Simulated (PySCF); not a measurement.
**Basis and Hamiltonian dependence of the excitation energy of Kr⁺**

Kr⁺ [Ar] 3d10 4s2 4p5 (2P) → Kr⁺ [Ar] 3d10 4s1 4p5 5s1 (4P). All values are computed (PySCF 2.14, energy differences of UHF-based or UKS calculations, no spin-orbit coupling). Values in eV.

| basis | Hamiltonian | functions | UHF | LDA | PBE0 | MP2 (valence) |
| --- | --- | --- | --- | --- | --- | --- |
| aug-cc-pVQZ-PP with ECP10MDF | ECP | 89 | 30.035 | 28.889 | 29.220 | 28.400 |
| aug-cc-pVQZ-DK | spin-free X2C | 93 | 30.052 | 28.887 | 29.280 | 28.410 |
| x2c-QZVPPall with one added diffuse shell each of s, p, d, f type | spin-free X2C | 113 | 30.096 | 28.907 | 29.304 | 28.466 |
| aug-cc-pVQZ-PP with one added diffuse shell each of s, p, d, f, g type with ECP10MDF | ECP | 114 | 30.031 | 28.888 | 29.217 | 28.406 |
| aug-cc-pV5Z-PP with ECP10MDF | ECP | 136 | 30.032 | 28.884 | 29.218 | 28.450 |

Frozen in the all-electron rows: valence: [Ar] 3d10; with a core potential, the same shells as far as they lie outside it.

The upper state lies above the first ionisation limit, where it may autoionise and the basis confines it. A Rydberg-like electron needs more diffuse functions than a valence basis has.
